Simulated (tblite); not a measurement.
C5H7BO2.
SMILES with atom numbers: `[OH:1][B:2]([OH:3])[C:4]1=[CH:5][CH2:6][CH:7]=[CH:8]1` (hydrogens: H9 on O1; H10 on O3; H11 on C5; H12, H13 on C6; H14 on C7; H15 on C8)

Structure used (GFN2-xTB), in Å, numbered top down from 1:
```xyz
15
C5H7BO2 angstrom
O      2.447    1.155   -0.107
B      1.776   -0.016    0.052
O      2.402   -1.207    0.252
C      0.213    0.005    0.003
C     -0.625   -1.042    0.153
C     -2.044   -0.598    0.040
C     -1.901    0.869   -0.200
C     -0.604    1.194   -0.218
H      3.404    1.117   -0.071
H      3.359   -1.191    0.277
H     -0.339   -2.062    0.330
H     -2.609   -0.812    0.950
H     -2.561   -1.099   -0.782
H     -2.743    1.524   -0.334
H     -0.180    2.170   -0.369
```

Method: GFN2-xTB as coded in tblite; computed harmonic values from a numerical Hessian at the method's own geometry, unscaled. Against measured fundamentals such values can be off by several per cent, at times by over 20. One conformer, not necessarily the lowest.

Harmonic wavenumbers (cm⁻¹): 40.2, 128.7, 143.5, 326.6, 329.5, 393.8, 463.6, 518.3, 565.2, 587.6, 624.9, 734.2, 766.0, 784.0, 861.5, 874.1, 902.4, 925.2, 956.2, 989.9, 1028.8, 1045.8, 1083.8, 1122.8, 1189.8, 1232.0, 1248.8, 1284.0, 1336.6, 1393.1, 1558.9, 1632.5, 2949.4, 2973.9, 3123.5, 3140.6, 3145.8, 3598.0, 3602.8.

A = 4687, B = 1401, C = 1086 MHz; mass 110.054 u (most abundant isotopes); point group Cs, symmetry number 1.

Task: What is the zero-point energy?

Result: Half the sum of the wavenumbers: 24803 cm⁻¹ = 296.71 kJ/mol.

Task: What is S at 298.15 K and 1 bar for an ideal gas of classical rigid rotors and harmonic oscillators?

Result: Translation 167.48, rotation 118.00, vibration 80.59: S = 366.1 J/(mol K).

Task: And Cp and H(298.15 K) − H(0)?

Result: Cp = 131.79 J/(mol K), of which vibrations give 98.54 (their classical limit is 39 R = 324.3); H(298.15 K) − H(0) = 23.07 kJ/mol without the zero-point energy, 13.15 from vibrations.

Task: Which modes carry the vibrational entropy at 298.15 K?

Result: 40.2 cm⁻¹: 21.96; 128.7 cm⁻¹: 12.41; 143.5 cm⁻¹: 11.53; 326.6 cm⁻¹: 5.34; 329.5 cm⁻¹: 5.28; 393.8 cm⁻¹: 4.12 J/(mol K); the other 33 give 19.94 together.

Task: How do the functions run with temperature in this model?

Result: 
| T (K) | S (J/(mol K)) | Cp (J/(mol K)) | H − H(0) (kJ/mol) | G − H(0) (kJ/mol) | ln q(vib) |
| --- | --- | --- | --- | --- | --- |
| 150 | 298.0 | 74.4 | 7.90 | -36.80 | 1.92 |
| 250 | 344.6 | 112.5 | 17.19 | -68.96 | 3.55 |
| 400 | 410.2 | 169.1 | 38.45 | -125.62 | 6.26 |
| 600 | 489.5 | 221.4 | 77.93 | -215.77 | 10.12 |
| 900 | 588.6 | 266.3 | 151.74 | -378.04 | 15.77 |

q(vib) and H(0) count from the zero-point level.

Task: Blend soft modes into free rotors: weight 1/[1 + (100 cm⁻¹/ν̃)⁴] for the oscillator and the rest for a rotor with moment μB/(μ + B), μ = h/(8π²ν), B = 10⁻⁴⁴ kg m². What vibrational entropy results?

Result: 73.96 J/(mol K) in place of 80.59, which changes −T·S at 298.15 K by +1.98 kJ/mol.

Hindered rotation and anharmonicity are outside this model. Other conformers, if any are populated, would add a mixing term that is left out.

Time: 1.2 s wall. Hardware: an Intel Xeon at 2.50 GHz with one thread, shared host with 64 logical CPUs at a one-minute load of 62. The figure is for the frequency step alone.
